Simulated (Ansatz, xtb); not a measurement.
**Relative energy of two isomers of C5H3ClFN**

We compare X, `Fc1ncccc1Cl`, a singlet, with Y, `Fc1ccnc(Cl)c1`, a singlet. Both are isolated molecules in the gas phase, relaxed with PBE0-D3(BJ)/def2-SVP.

Q: Estimate E(Y) − E(X) at the level CCSD(T)/def2-SVP + ΔMP2/def2-TZVPP.

A: Calculated at CCSD(T)/def2-SVP + ΔMP2/def2-TZVPP: E(Y) − E(X) = +4.22 kJ/mol, so structure X lies lower.

How the difference moves with the method:

| level | geometry | E(Y) − E(X) (kJ/mol) | departure from the last row (kJ/mol) | job, with rough time for the two |
| --- | --- | --- | --- | --- |
| GFN2-xTB | GFN2-xTB | −7.36 | −11.58 | optimisation, 0.13 s |
| HF/STO-3G | GFN2-xTB | +1.80 | −2.42 | single point, 0.36 s |
| r2SCAN-D4/def2-SVP | GFN2-xTB | +5.29 | +1.07 | single point, 3.6 s |
| PBE0-D3(BJ)/def2-SVP | PBE0-D3(BJ)/def2-SVP | +4.29 | +0.07 | optimisation, 22 s |
| HF/def2-SVP | PBE0-D3(BJ)/def2-SVP | +3.18 | −1.05 | part of the CCSD(T) run |
| MP2/def2-SVP | PBE0-D3(BJ)/def2-SVP | +5.39 | +1.17 | part of the CCSD(T) run |
| CCSD(T)/def2-SVP | PBE0-D3(BJ)/def2-SVP | +5.85 | +1.63 | single point |
| CCSD(T)/def2-SVP + ΔMP2/def2-TZVPP | PBE0-D3(BJ)/def2-SVP | +4.22 |  | single point, 59 s |

As drawn, both hold the same kinds of bond in the same numbers.

GFN2-xTB puts the two in the other order. HF/STO-3G finds them nearly level. The largest departure from CCSD(T)/def2-SVP + ΔMP2/def2-TZVPP is that of GFN2-xTB, 11.58 kJ/mol. The last row adds to CCSD(T) the change of the MP2 difference between the two basis sets, here −1.63 kJ/mol.

With thermal terms from frequencies at re-optimised GFN2-xTB minima (ideal gas, soft modes damped towards free rotors, one conformer each, 298.15 K, 1 atm): on the last row, ΔE + ΔZPE = +3.90, ΔH = +3.84, ΔG = +3.97 kJ/mol.

The correlated steps freeze 12 core orbitals. Codes used: Ansatz 0.2.0, xtb 6.7.1; the last row on 4 threads of Arm Neoverse V1 on a shared host.
